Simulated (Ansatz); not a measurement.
Gas-phase electronic energies from Ansatz, PBE0-D4/def2-TZVP geometries. CCSD(T)/CBS adds triple-zeta CCSD(T) − MP2 to the extrapolated MP2 energy (def2 sets, frozen cores). Functionals use def2-TZVPP. B3LYP here is the variant with VWN-RPA as its local correlation; programs differ in this. For As outer-core shells are correlated without core-valence functions, which leaves a few kJ/mol of doubt a bond. Scalar relativity is left out up to krypton. Each species was taken in one conformer, which may not be the lowest.

Consider the substitution at a C–C bond: `CC(C)CO` + `[AsH3]` → `OC[AsH2]` + `CCC`.

| level | ΔE (kcal/mol) | difference from CCSD(T)/CBS |
| --- | --- | --- |
| PBE-D4 | 2.2 | -1.6 |
| r2SCAN-D4 | 3.2 | -0.6 |
| PBE0-D4 | 3.2 | -0.6 |
| B3LYP-D4 | 2.4 | -1.4 |
| ωB97X-V | 4.1 | 0.3 |
| ωB97M-V | 4.0 | 0.2 |
| B2PLYP | 2.4 | -1.4 |
| PBE | 1.5 | -2.3 |
| r2SCAN | 3.0 | -0.8 |
| PBE0 | 2.6 | -1.2 |
| B3LYP | 1.4 | -2.4 |
| HF/def2-TZVPP | 3.1 | -0.7 |
| MP2/def2-TZVPP | 3.6 | -0.2 |
| SCS-MP2/def2-TZVPP | 3.2 | -0.6 |
| CCSD/def2-TZVPP | 3.9 | 0.1 |
| CCSD(T)/def2-TZVPP | 3.9 | 0.1 |
| HF/def2-QZVPP | 3.1 | -0.7 |
| MP2/def2-QZVPP | 3.5 | -0.3 |
| SCS-MP2/def2-QZVPP | 3.1 | -0.7 |
| HF/CBS(def2) | 3.1 | -0.7 |
| MP2/CBS(def2) | 3.4 | -0.4 |
| CCSD/CBS(def2) | 3.8 | 0.0 |
| CCSD(T)/CBS | 3.8 | 0 |

Largest T1 diagnostic among the species: 0.011.

The D4 term adds +1.0 kcal/mol with B3LYP and +0.6 kcal/mol with PBE0; it sums over pairs of atoms, weighted by their polarisabilities, and B3LYP, whose exchange is more repulsive, gets the larger term. From PBE to PBE0 (25 % exact exchange), in def2-TZVPP and without D4, ΔE moves by +1.1 kcal/mol.

CCSD(T)/CBS has its own doubt, a few kJ/mol and more with outer-core shells, so smaller differences from it don't rank the levels.
